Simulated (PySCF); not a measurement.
Geometry:
| atom | x (Å) | y (Å) | z (Å) |
| --- | --- | --- | --- |
| C1 | -2.880 | -0.144 | -0.078 |
| C2 | -1.402 | -0.473 | 0.092 |
| C3 | -0.569 | 0.156 | -1.025 |
| O4 | 0.791 | -0.255 | -1.032 |
| C5 | 1.613 | 0.309 | -0.096 |
| C6 | 3.063 | 0.059 | -0.470 |
| F7 | 1.385 | -0.258 | 1.160 |
| H8 | -3.458 | -0.592 | 0.726 |
| H9 | -3.039 | 0.932 | -0.056 |
| H10 | -3.251 | -0.525 | -1.026 |
| H11 | -1.255 | -1.554 | 0.067 |
| H12 | -1.052 | -0.112 | 1.059 |
| H13 | -0.951 | -0.161 | -1.999 |
| H14 | -0.621 | 1.253 | -0.966 |
| H15 | 1.401 | 1.385 | 0.050 |
| H16 | 3.213 | -1.008 | -0.607 |
| H17 | 3.290 | 0.575 | -1.397 |
| H18 | 3.712 | 0.420 | 0.323 |

Geometry: GFN2-xTB; GIAO absolute shieldings from PySCF 2.14, gas phase, non-relativistic, averaged over equivalent atoms.

At BP86/def2-SVP (153 basis functions, 34 s wall time on 1 thread of an Arm Neoverse V1, shared host):
```
      atoms  σ (ppm)
         C5     77.8
         C3    114.7
         C2    163.9
         C6    169.6
         C1    180.5
         O4    225.9
         F7    303.5
        H15    26.08
        H13    27.79
        H14    28.24
        H12    29.67
        H11    30.11
H16/H17/H18    30.55
  H8/H9/H10    31.03
```

Question: Estimate the result of repeating the calculation with PBE0/pcSseg-1.

Answer: 
| atoms | σ at PBE0/pcSseg-1 | change |
| --- | --- | --- |
| C5 | 69.2 | -8.6 |
| C3 | 107.1 | -7.6 |
| C2 | 157.3 | -6.6 |
| C6 | 162.2 | -7.4 |
| C1 | 175.1 | -5.4 |
| O4 | 217.5 | -8.4 |
| F7 | 301.0 | -2.5 |
| H15 | 26.21 | +0.13 |
| H13 | 27.72 | -0.07 |
| H14 | 28.23 | -0.01 |
| H12 | 29.60 | -0.07 |
| H11 | 29.96 | -0.15 |
| H16/H17/H18 | 30.30 | -0.25 |
| H8/H9/H10 | 30.86 | -0.17 |

The largest change is at C5 (sp3 CH bonded to F and O). Cost: 174 basis functions, 22 s wall time on 1 thread of an Arm Neoverse V1, shared host. The order of the carbon signals is the same at both levels.
